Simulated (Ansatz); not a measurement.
Consider the formal exchange of groups at a C–C bond: `CCCCCC(C)C` + `[BH2][GeH2][Cl]` → `C[BH][GeH2][Cl]` + `CCCCC(C)C`.

Gas-phase electronic energies from Ansatz, PBE0-D4/def2-TZVP geometries. CBS: MP2 limit from def2 TZ/QZ plus the TZ coupled-cluster correction, frozen cores. For Ge outer-core shells are correlated without core-valence functions, which leaves a few kJ/mol of doubt a bond. Scalar relativity is left out up to krypton. Each species was taken in one conformer, which may not be the lowest.

```
          species  CCSD(T)/CBS(def2) energy (Eh)
     `CCCCCC(C)C`                     -315.28708
`[BH2][GeH2][Cl]`                    -2563.08808
`C[BH][GeH2][Cl]`                    -2602.37135
      `CCCCC(C)C`                     -276.02644
```

Question: Work out ΔE.

Answer: ΔE = (-2602.37135) + (-276.02644) − (-315.28708) − (-2563.08808) = -0.02263 Eh = -14.2 kcal/mol.

Largest T1 diagnostic among the species: 0.011.

In def2-TZVPP, CCSD(T) changes the Hartree–Fock value by −0.8 kcal/mol (the triples alone add −0.2 kcal/mol) and MP2 by −1.2 kcal/mol. From PBE to PBE0 (25 % exact exchange), in def2-TZVPP and without D4, ΔE moves by +0.9 kcal/mol.
